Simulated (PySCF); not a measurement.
**Rh (rhodium, neutral) across methods**

[Kr] 4d7 5s1 5p1, one real determinant (an excited configuration). Computed with PySCF 2.14 in aug-cc-pVTZ-PP with ECP28MDF (6s6p5d3f2g, 88 functions), with scalar relativity through the core potential. The B2PLYP total includes its PT2 part (frozen core); its orbital energies are those of the SCF part.

| method | E (hartree) | mean ε 4d β (eV) | mean ε 5s α (eV) | mean ε 5p α (eV) | Σ⟨r²⟩ (bohr²) | ⟨S²⟩ |
| --- | --- | --- | --- | --- | --- | --- |
| r2SCAN0 | -109.9744 | -10.619 | -8.032 | -3.338 | 58.44 | 8.752 |
| B2PLYP | -109.7874 | -12.257 | -8.458 | -3.747 | 59.74 | 8.752 |
| UHF | -109.28839 | -14.991 | -9.812 | -5.046 | 59.91 | 8.754 |
| PBE0 | -109.9587 | -10.552 | -7.800 | -3.229 | 59.21 | 8.751 |
| wB97M-V | -109.8798 | -13.074 | -9.813 | -4.860 | 59.13 | 8.751 |
| PBE | -109.9692 | -8.836 | -6.958 | -2.540 | 59.76 | 8.751 |
| M06-L | -110.0190 | -9.156 | -6.752 | -2.318 | 59.37 | 8.753 |
| LDA | -109.7288 | -8.801 | -7.185 | -2.608 | 59.36 | 8.750 |
| r2SCAN | -110.0047 | -8.900 | -7.234 | -2.700 | 58.52 | 8.752 |

⟨L²⟩ = 13.90 against 20 for a pure G term, so this real determinant mixes terms. Energies and moments cover only the electrons outside the core potential.
